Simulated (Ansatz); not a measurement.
Ideal-gas functions of `[GeH2][Br]` radical at 298.15 K and 1 bar, from an Ansatz frequency run at PBE0-D4/def2-TZVP.

Molar mass 154.53 g/mol, point group Cs (symmetry number 1), electronic degeneracy 2, moments of inertia 4.358, 209.232, 211.484 u Å². Harmonic wavenumbers (cm⁻¹, unscaled): 307, 565, 637, 825, 2070, 2119.

Use S(trans) = R[1.5 ln M + 2.5 ln T − 1.1517]; rotational temperatures θ = 24.2544 K / I; S(rot) = R[ln(√π/σ · √(T³/θAθBθC)) + 1.5]; for each mode x = 1.438777 ν̃/T, S = R[x/(eˣ − 1) − ln(1 − e⁻ˣ)] and H = RT x/(eˣ − 1); 1 cm⁻¹ = 0.0119627 kJ/mol; R = 8.31446 J/(mol·K).

By hand: the entropy, in J/(mol·K).

Translation 171.7. Rotation: θ = 5.5655, 0.1159, 0.1147 K, giving 99.1. Vibration, mode by mode: 5.77, 2.15, 1.63, 0.79, 0.00, 0.00, in all 10.3. Electronic 5.8. Sum 286.9 J/(mol·K).

By hand: H − E and G − E in kJ/mol, counted from the electronic energy.

Zero-point energy ½ × 6523 × 0.0119627 = 39.0; thermal vibration 2.1; translation, rotation and pV give 4 RT = 9.9. H − E = 51.0 kJ/mol, and G − E = 51.0 − 298.15 × 286.9/1000 = -34.5 kJ/mol.

Vibration gives 4 % of the entropy.
